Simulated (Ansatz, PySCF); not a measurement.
Potential energy curve for LiBr, singlet.

- UMP2/6-31G* = PySCF with unrestricted MP2 (frozen core)/6-31G*, spherical d
- RKS-M06-2X/6-31G* = restricted M06-2X/6-31G*, spherical d (PySCF)
- RKS-B3LYP/6-31G* = restricted B3LYP/6-31G*, spherical d (PySCF)
- FCI = full CI/cc-pVDZ, cores with 3d frozen (Ansatz, a quantum-chemistry and plane-wave program)

Energies relative to the lowest point of each curve near equilibrium, in mEh; the last columns give the difference from FCI:

```tsv
R / Å	UMP2/6-31G*	RKS-M06-2X/6-31G*	RKS-B3LYP/6-31G*	FCI	UMP2/6-31G* − FCI	RKS-M06-2X/6-31G* − FCI	RKS-B3LYP/6-31G* − FCI
1.77	46.2	44.3	43.7	51.8	-5.6	-7.4	-8.0
1.85	27.5	26.0	25.7	31.6	-4.1	-5.6	-5.9
1.97	10.4	9.4	9.3	12.7	-2.4	-3.3	-3.4
2.05	4.1	3.5	3.5	5.6	-1.5	-2.0	-2.1
2.09	2.1	1.7	1.7	3.2	-1.1	-1.5	-1.5
2.17	0.0	0.0	0.0	0.5	-0.5	-0.5	-0.5
2.26	0.0	0.3	0.3	0.0	0.0	0.3	0.3
2.27	0.1	0.5	0.5	0.1	0.1	0.4	0.4
2.38	2.8	3.4	3.3	2.3	0.6	1.1	1.1
2.49	7.3	7.9	7.8	6.4	0.9	1.5	1.4
2.67	17.0	17.5	17.2	15.8	1.2	1.7	1.4
2.93	33.1	33.2	32.6	32.0	1.1	1.2	0.6
3.27	54.1	53.5	52.3	53.7	0.4	-0.2	-1.4
3.62	73.6	72.3	70.4	74.3	-0.7	-2.0	-3.9
3.91	87.7	85.7	83.2	89.4	-1.8	-3.7	-6.2
4.37	106.4	103.3	99.5	109.6	-3.2	-6.3	-10.1
4.68	135.3	112.9	108.1	120.7	14.6	-7.8	-12.7
5.36	149.7	129.3	121.5	138.3	11.3	-9.0	-16.9
5.85	151.0	138.0	128.0	144.3	6.7	-6.3	-16.3
6.45	151.5	145.9	133.6	146.2	5.3	-0.4	-12.6
7.48	151.7	155.0	139.8	146.7	4.9	8.3	-6.9
8.86	151.7	162.5	144.5	146.8	4.9	15.8	-2.3
```

UMP2/6-31G* is furthest from FCI at 4.68 (14.6 mEh, above); its mean absolute difference over the points is 3.3 mEh.

RKS-M06-2X/6-31G* is furthest from FCI at 8.86 (15.8 mEh, above); its mean absolute difference over the points is 3.9 mEh.

RKS-B3LYP/6-31G* is furthest from FCI at 5.36 (-16.9 mEh, below); its mean absolute difference over the points is 5.3 mEh.

The unrestricted determinant behind UMP2/6-31G* is spin-contaminated at 4.68 to 8.86 Å (<S²> up to 1.0, against 0.00 for a pure singlet). The restricted form behind RKS-M06-2X/6-31G*, RKS-B3LYP/6-31G* keeps the bonding electrons paired and can't separate into open-shell fragments.
